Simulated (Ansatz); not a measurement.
Basis-set extrapolation for CH₆BFSi (`B[SiH2]CF`) (PBE0-D4/def2-TZVP geometry, frozen core, Ansatz). Multiplicity 1, RHF reference.

```tsv
	def2-TZVPP	def2-QZVPP
HF	-454.444706	-454.461231
MP2 correlation	-0.643862	-0.694943
CCSD(T) correlation	-0.715745	not run
```

Energies in hartree. Use E(X) = E(∞) + A·exp(−7.88·√X) for Hartree–Fock and E(X) = E(∞) + B·X^(−2.97) for correlation, with X = 3 and 4, and add CCSD(T) minus MP2 of the smaller set to the MP2 limit.

Task: What is the CCSD(T) energy at the basis-set limit?

Result: HF limit: -454.461231 + (-0.016525) × 0.13774 = -454.46351. MP2 limit: -0.694943 + (-0.051081) × 0.74074 = -0.73278. Higher-order term: -0.715745 − (-0.643862) = -0.07188. Total: -455.26817 hartree, 2.93 eV below CCSD(T)/def2-TZVPP.
